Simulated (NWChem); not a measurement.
[NH2][Mg][F] (MgNH2F), optimised at B3LYP/6-31G* with NWChem:

highest occupied level (eV): -5.88
orbital gap (eV): 4.60
dipole (D): 2.09
highest harmonic frequency (cm⁻¹): 3629
zero-point energy (kcal/mol): 16.0

All stand in one matching conformer (torsions within 35°), which need not be the lowest. Pople sets run with spherical d functions.

Question: One F atom is replaced by Cl, giving [NH2][Mg][Cl] (MgNH2Cl), optimised at the same level. How do these values move?

Answer: 
```tsv
quantity	new value	change
highest occupied level (eV)	-6.08	-0.20
orbital gap (eV)	4.64	+0.04
dipole (D)	2.76	+0.67
highest harmonic frequency (cm⁻¹)	3629	0
zero-point energy (kcal/mol)	15.6	-0.4
```
